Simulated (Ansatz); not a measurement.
# Abstraction of Cl: GeH(CH3)2Cl + GeH(GeH3)Cl → GeH(CH3)2 + GeH(GeH3)Cl2

Species: GeH(CH3)2Cl, singlet; GeH(GeH3)Cl, doublet; GeH(CH3)2, doublet; GeH(GeH3)Cl2, singlet. A radical takes Cl: the energy is the difference in strength between two Ge–Cl bonds in different surroundings.

Shapes, held fixed at every level: PBE0-D4/def2-TZVP. Programs: Ansatz 0.2.0. The zero-point and thermal change to 298 K, harmonic and unscaled (PBE0-D4/def2-TZVP), is -0.7 kJ/mol.

```
                level                    kind  ΔH(298 K) (kJ/mol)  less CCSD(T)/def2-TZVPP  CPU time (sum over the molecules)
       MP2/def2-TZVPP     perturbation theory               +30.9                     -2.2                                  –
   PBE0-D4/def2-TZVPP           global hybrid               +34.6                     +1.5                               63 s
r2SCAN0-D4/def2-TZVPP           global hybrid               +35.4                     +2.3                            1.7 min
   wB97M-V/def2-TZVPP  range-separated hybrid               +36.0                     +2.9                            3.3 min
    B2PLYP/def2-TZVPP           double hybrid               +35.3                     +2.2                               89 s
     CCSD(T)/def2-SVP   coupled cluster or CI               +29.5                     -3.6                            2.7 min
   CCSD(T)/def2-TZVPP   coupled cluster or CI               +33.1                      0.0                             54 min
```

The highest level, CCSD(T)/def2-TZVPP, gives ΔH(298 K) = +33.1 kJ/mol; the levels span +29.5 to +36.0. The column of differences is taken from that level and isn't an error. No measured value is set beside it here. Open shells run unrestricted. Relativity is left out for Ge. Outer-core shells of Ge are correlated, in sets that cover them unevenly. Times are processor times on shared x86 and Arm servers, and rough.
